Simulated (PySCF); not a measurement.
Run record: geometry optimisation, `CSc1ccc(S(=O)(=O)O)cc1`.

Computed with PBE0-D3(BJ)/def2-SVP geometry optimisation, gas phase (PySCF 2.14.0). Start geometry: GFN2-xTB. The input is one job of a driver script: a line of settings, then coordinates in Å.

Command:
```bash
OMP_NUM_THREADS=1 python probes_run.py task.json out
```

Input:
```
{"job": {"xc": "PBE0", "basis": "def2-SVP", "d3": "d3bj", "grid": 1, "kind": "geom"}, "charge": 0, "multiplicity": 1}
C     -3.807214     0.604917    -0.147314
S     -3.013963    -0.501545     1.055142
C     -1.300130    -0.387098     0.683166
C     -0.445337    -1.156691     1.478501
C      0.916262    -1.126474     1.261965
C      1.417808    -0.322607     0.256170
S      3.167691    -0.241759     0.012433
O      3.483411     0.358617    -1.250180
O      3.773572    -1.483746     0.362132
O      3.553117     0.856325     1.145743
C      0.590817     0.439859    -0.539434
C     -0.777352     0.408889    -0.332289
H     -3.623274     0.250311    -1.157011
H     -4.869654     0.556614     0.070246
H     -3.451487     1.621640    -0.010456
H     -0.868747    -1.771194     2.257785
H      1.601172    -1.714563     1.850131
H      4.040326     1.574616     0.739470
H      1.027222     1.041096    -1.320718
H     -1.419387     1.003473    -0.960940
```

Output:
```
step   0  E = -1292.12026643  max force = 0.026478
step   1  E = -1292.12416337  max force = 0.006149
step   2  E = -1292.12427543  max force = 0.002089
step   3  E = -1292.12431167  max force = 0.001390
step   4  E = -1292.12434750  max force = 0.001387
step   5  E = -1292.12439270  max force = 0.002273
step   6  E = -1292.12447303  max force = 0.002821
step   7  E = -1292.12455198  max force = 0.002010
step   8  E = -1292.12459050  max force = 0.000667
step   9  E = -1292.12464516  max force = 0.001966
step  10  E = -1292.12467782  max force = 0.001599
step  11  E = -1292.12470689  max force = 0.000482
step  12  E = -1292.12469865  max force = 0.000286
step  13  E = -1292.12470173  max force = 0.000543
step  14  E = -1292.12470674  max force = 0.000711
step  15  E = -1292.12471303  max force = 0.000593
step  16  E = -1292.12471714  max force = 0.000258
optimisation converged
```

Energies in Eh; «max force» is the largest Cartesian gradient component in Eh/bohr.

**Question.** Give the first gradient maximum in eV/Å.

**Answer.** With 1 Eh/bohr = 51.422 eV/Å, 1.362 eV/Å.

**Question.** How much energy does the optimisation release, in kJ/mol?

**Answer.** E(step 0) − E(last step) = 0.004451 Eh, which is 11.7 kJ/mol.

Main results: final energy -1292.12472 Eh after 16 steps; dipole 5.72 D.

**Question.** Where do the atoms end?

**Answer.** 0.078 Å rms from the input after alignment:
```
atom  x, y, z in Å
C1    -4.0580    0.5323   -0.1082
S2    -3.3070   -0.6069    1.0621
C3    -1.5970   -0.5123    0.6869
C4    -0.7440   -1.3184    1.4646
C5     0.6229   -1.3168    1.2440
C6     1.1518   -0.4971    0.2439
S7     2.8930   -0.4841   -0.0311
O8     3.1607    0.1661   -1.3038
O9     3.4246   -1.7814    0.3157
O10    3.4309    0.5234    1.1269
C11    0.3257    0.2996   -0.5419
C12   -1.0485    0.2921   -0.3217
H13   -3.8988    0.2126   -1.1482
H14   -5.1349    0.5061    0.1063
H15   -3.6956    1.5606    0.0348
H16   -1.1672   -1.9565    2.2442
H17    1.2867   -1.9540    1.8314
H18    3.5173    1.4024    0.7280
H19    0.7615    0.9092   -1.3360
H20   -1.6859    0.9144   -0.9498
```

The run took about 19 min of CPU time (one thread, shared machine).
Labels such as C1 count atoms from 1, the log's own numbers from 0.
